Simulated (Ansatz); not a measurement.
Input file for Ansatz (a program for electronic structure): R-CCSD(T)/aug-cc-pVDZ on N2 (SMILES N#N).

Ansatz 0.2 input:
```yaml
crystal:
  periodic: [false, false, false]
  atoms:
    - {symbol: N, position_ang: [-0.01034290, -0.04568317, 4.35146959]}
    - {symbol: N, position_ang: [-0.06875605, -0.18400627, 3.27118572]}
basis:
  gaussian:
    orbitals: aug-cc-pVDZ
magnetization: {spin_polarized: false}
correlation: {method: ccsd_t, electrons: outside_noble_gas}
scf: {lower_state_search: off}
```

Program output:

```
WARN ansatz: RAYON_NUM_THREADS=1 ignored (pool sized by the plan → 1); use --threads N
Functional definition: HF
these checks for a lower state are left out or cut short: stability, starts, cluster_reference, orbital_swaps, neighbouring_geometries, increment
integrals: 0.01 GiB planned
462 factors; integrals over basis functions are off by at most 5.6e-4 eV
mean field: 0.06 GiB planned
mean field evaluation 1: about -2964.6787 eV, gradient 1.0e1 eV
mean field evaluation 2: about -2964.6848 eV, gradient 1.0e1 eV
mean field evaluation 4: about -2964.9903 eV, gradient 3.8e-1 eV
mean field evaluation 8: about -2964.9906 eV, gradient 2.7e-5 eV
mean field -2964.99063852 eV, -108.9613962227 hartree, gradient 6.3e-7 eV, S^2 0.000000; 0 other end points of the search recorded, 0 dependent functions left out
2 core orbitals not correlated
reference -2964.99063852 eV, -108.9613962227 hartree; 5, 5 occupied and 39, 39 virtual orbitals, 462 factors
second order -8.57409125 eV of doubles, -0.00000000 eV of singles
coupled cluster: 0.08 GiB planned
cycle   1  -8.28529895 eV  change    2.9e-1 eV  update   7.6e-2
cycle   2  -8.59042202 eV  change   -3.1e-1 eV  update   2.3e-2
cycle   3  -8.65356545 eV  change   -6.3e-2 eV  update   1.0e-2
cycle   4  -8.65818629 eV  change   -4.6e-3 eV  update   2.5e-3
cycle   5  -8.65972361 eV  change   -1.5e-3 eV  update   6.0e-4
cycle   6  -8.65971027 eV  change    1.3e-5 eV  update   1.3e-4
cycle   7  -8.65980169 eV  change   -9.1e-5 eV  update   2.9e-5
cycle   8  -8.65980877 eV  change   -7.1e-6 eV  update   8.1e-6
perturbative correction -0.35871983 eV, -0.0131827106 hartree
Total energy: -2974.00916712 eV, -109.2928210358 hartree
Checks for a lower state left out: stability, starts, cluster_reference, orbital_swaps, neighbouring_geometries, increment
```

Self-consistency was reached.

Cost: very roughly 0.4 core-seconds.
